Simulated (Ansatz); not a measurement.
The cluster Zn₂Br₄⁻. Charge -1, multiplicity 2. Geometry r2SCAN-D4/def2-SVPD; atoms count from 1.

Cartesian coordinates in Å:
```
Zn 0.806 0.503 -0.852
Zn -0.739 0.019 1.012
Br 2.277 1.158 -2.535
Br -1.613 -0.390 -1.358
Br 1.356 -1.438 0.831
Br -2.087 0.148 2.902
```

The structure comes from a short search, and lower isomers may exist.

Question: Estimate the Mulliken populations from the PBE0/def2-TZVPD orbitals of Ansatz.

Answer: 
| atom | charge (e) | spin (α − β) | d electrons |
| --- | --- | --- | --- |
| Zn1 | 0.12 | 0.49 | 10.10 |
| Zn2 | 0.33 | 0.30 | 10.11 |
| Br3 | -0.35 | 0.03 | – |
| Br4 | -0.38 | 0.08 | – |
| Br5 | -0.38 | 0.08 | – |
| Br6 | -0.33 | 0.02 | – |
Mulliken values depend strongly on the basis. With diffuse functions, as here, like atoms can get unlike values, and bond orders can come out too low or too high.

Question: Where does the spin sit?

Answer: Summed by element: Zn 0.79, Br 0.21, of 1 unpaired in all. Largest on single atoms: Zn1 0.49, Zn2 0.30, Br4 0.08.

Question: And the Mayer bond orders between heavy atoms (over 0.3)?

Answer: Zn1–Zn2 0.63 (2.47 Å); Zn1–Br3 0.89 (2.33 Å); Zn1–Br4 0.41 (2.63 Å); Zn1–Br5 0.41 (2.63 Å); Zn2–Br4 0.46 (2.56 Å); Zn2–Br5 0.46 (2.56 Å); Zn2–Br6 0.90 (2.32 Å).
